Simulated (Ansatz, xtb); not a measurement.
# Two isomers of C2H4Cl2Si

Structure I: `CC=[Si](Cl)Cl`, a singlet. Structure II: `C=C[SiH](Cl)Cl`, a singlet. Both are isolated molecules in the gas phase, relaxed with r2SCAN-D4/def2-SVP; the shapes shown needn't be the lowest conformers.

I (Å):

```xyz
9

C     0.0694    1.0338   -2.2872
C     0.3478    0.7808   -0.8352
Cl    1.6841    1.2623    2.1663
Cl    2.4251    3.3338   -0.3889
Si    1.3634    1.6831    0.1920
H     0.3616    0.1686   -2.9087
H    -1.0072    1.2051   -2.4655
H     0.6100    1.9122   -2.6718
H    -0.1441   -0.0749   -0.3538
```

II (Å):

```xyz
9

C    -0.2180    2.5156   -2.7392
C     0.1944    1.5432   -1.9107
Cl    0.9023    1.4999    1.2198
Cl    3.1059    0.4785   -1.0785
Si    1.5732    1.8171   -0.7105
H    -1.0346    2.3633   -3.4548
H     0.2434    3.5112   -2.7399
H    -0.2985    0.5618   -1.9465
H     2.1084    3.1966   -0.8103
```

Question: Which of the two would you expect CCSD(T)/def2-SVP + ΔMP2/def2-TZVPP electronic energies to favour?

Answer: Structure II; the calculation gives E(II) − E(I) = −109.1 kJ/mol.

How the difference moves with the method:

| level | geometry | E(II) − E(I) (kJ/mol) | departure from the last row (kJ/mol) | job, with rough time for the two |
| --- | --- | --- | --- | --- |
| GFN2-xTB | GFN2-xTB | −61.2 | +47.9 | optimisation, 0.78 s |
| HF/STO-3G | GFN2-xTB | −182.1 | −73.0 | single point, 1 s |
| r2SCAN-D4/def2-SVP//GFN2-xTB | GFN2-xTB | −97.5 | +11.6 | single point, 6.9 s |
| r2SCAN-D4/def2-SVP | r2SCAN-D4/def2-SVP | −95.3 | +13.8 | optimisation, 97 s |
| HF/def2-SVP | r2SCAN-D4/def2-SVP | −144.6 | −35.5 | part of the CCSD(T) run |
| MP2/def2-SVP | r2SCAN-D4/def2-SVP | −103.7 | +5.4 | part of the CCSD(T) run |
| CCSD(T)/def2-SVP | r2SCAN-D4/def2-SVP | −107.7 | +1.4 | single point |
| CCSD(T)/def2-SVP + ΔMP2/def2-TZVPP | r2SCAN-D4/def2-SVP | −109.1 |  | single point, 73 s |

As drawn, II has 1 C=C, 1 C–Si, 1 Si–H in place of 1 C–C, 1 C=Si, 1 C–H.

None of the levels shown reverses the order. The largest departure from CCSD(T)/def2-SVP + ΔMP2/def2-TZVPP is that of HF/STO-3G, 73.0 kJ/mol. The last row adds to CCSD(T) the change of the MP2 difference between the two basis sets, here −1.4 kJ/mol.

With harmonic frequencies from r2SCAN-D4/def2-SVP (ideal gas, rigid rotor, one conformer each, 298.15 K, 1 atm): on the last row, ΔE + ΔZPE = −114.4, ΔH = −115.1, ΔG = −113.7 kJ/mol.

The correlated steps freeze 17 core orbitals. Run with Ansatz 0.2.0, xtb 6.7.1; the last row on 2 threads of AMD EPYC (Zen 3) on a shared host.
